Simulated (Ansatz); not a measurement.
`C[SiH](O)O[Si](C)(O)O` at its PBE0-D4/def2-TZVP geometry, where that method's forces vanish. Charge 0, multiplicity 1.

```xyz
18

C    -0.9329   -0.3573   -2.3667
Si   -0.7823   -1.2774   -0.7619
O    -2.1266   -2.1529   -0.4169
O    -0.5084   -0.2023    0.4409
Si    0.5251    0.9092    1.0438
C     2.0870    0.0942    1.5910
O    -0.2686    1.6935    2.2475
O     0.9339    2.0326   -0.0741
H    -1.7735    0.3424   -2.3423
H    -1.0849   -1.0441   -3.2027
H    -0.0257    0.2229   -2.5559
H     0.3117   -2.2767   -0.7927
H    -2.9715   -1.7018   -0.4222
H     2.6082   -0.3513    0.7401
H     2.7574    0.8182    2.0584
H     1.8800   -0.6996    2.3122
H    -0.9450    1.1977    2.7099
H     0.3159    2.7526   -0.2084
```

What forces (eV/Å) does r2SCAN-D4/def2-TZVPP give on these atoms in Ansatz 0.2.0? (Best estimate.)

Ansatz gave: 
```
C1   0.018 -0.024  0.013
Si2  0.042  0.002 -0.043
O3  -0.016 -0.051  0.010
O4  -0.035 -0.028  0.014
Si5  0.037 -0.032  0.025
C6  -0.024  0.020 -0.012
O7  -0.005  0.045  0.038
O8   0.047  0.026 -0.032
H9   0.015 -0.008 -0.009
H10  0.002  0.030  0.004
H11 -0.024 -0.003 -0.015
H12 -0.022  0.013  0.000
H13 -0.025  0.010 -0.001
H14  0.005  0.003  0.026
H15  0.000 -0.025 -0.007
H16  0.018  0.012 -0.015
H17 -0.016 -0.009  0.015
H18 -0.016  0.018 -0.009
```
